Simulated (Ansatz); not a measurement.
Coupled-cluster diagnostics for `[H]/C=C/c1ccc(/C=C/c2ccccc2)cc1`, Ansatz.

Geometry of the singlet (PBE-D4/def2-SVP):

```xyz
30

H    -5.7995    2.1026    3.8963
C    -4.9070    1.5551    3.5589
C    -4.2446    1.9320    2.4422
C    -3.0492    1.3114    1.8597
C    -2.4992    1.8475    0.6687
C    -1.3665    1.2972    0.0704
C    -0.7167    0.1713    0.6345
C     0.4680   -0.4550    0.0558
C     1.1041   -0.0975   -1.0944
C     2.2879   -0.7263   -1.6789
C     2.7852   -0.2374   -2.9124
C     3.9108   -0.8057   -3.5214
C     4.5736   -1.8811   -2.9103
C     4.0978   -2.3786   -1.6836
C     2.9737   -1.8117   -1.0763
C    -1.2672   -0.3627    1.8289
C    -2.3996    0.1883    2.4259
H    -4.5934    0.6951    4.1730
H    -4.6262    2.8055    1.8830
H    -2.9839    2.7231    0.2082
H    -0.9760    1.7507   -0.8526
H     0.8618   -1.3098    0.6321
H     0.7036    0.7507   -1.6758
H     2.2678    0.6063   -3.3963
H     4.2738   -0.4060   -4.4806
H     5.4585   -2.3311   -3.3850
H     4.6128   -3.2205   -1.1959
H     2.6212   -2.2156   -0.1156
H    -0.7816   -1.2373    2.2903
H    -2.7900   -0.2604    3.3514
```

Correlated methods freeze 16 core orbitals.

Task: Estimate the CCSD(T) correlation energy, the shares of MP2 and (T), T1 and the reference's ⟨S²⟩ for: charge 0, singlet, own geometry in def2-SVP; and the rough time on 2 threads of AMD EPYC 7R13 on a shared host and a share (18 GiB) of an NVIDIA H100 80GB HBM3.

Result: 
| state | basis | correlation (eV) | MP2 share (%) | (T) share (%) | T1 | ⟨S²⟩ (pure) | wall time | remarks |
| --- | --- | --- | --- | --- | --- | --- | --- | --- |
| charge 0, singlet, own geometry | def2-SVP | -62.117 | 91.4 | 4.5 | 0.011 | 0.00 (0.00) | 21 s | restricted SCF unstable |
Customary marks for T1 are 0.02 (closed shells), 0.045 (open shells) and about 0.05 (3d metals). T1 stays under 0.02 throughout.
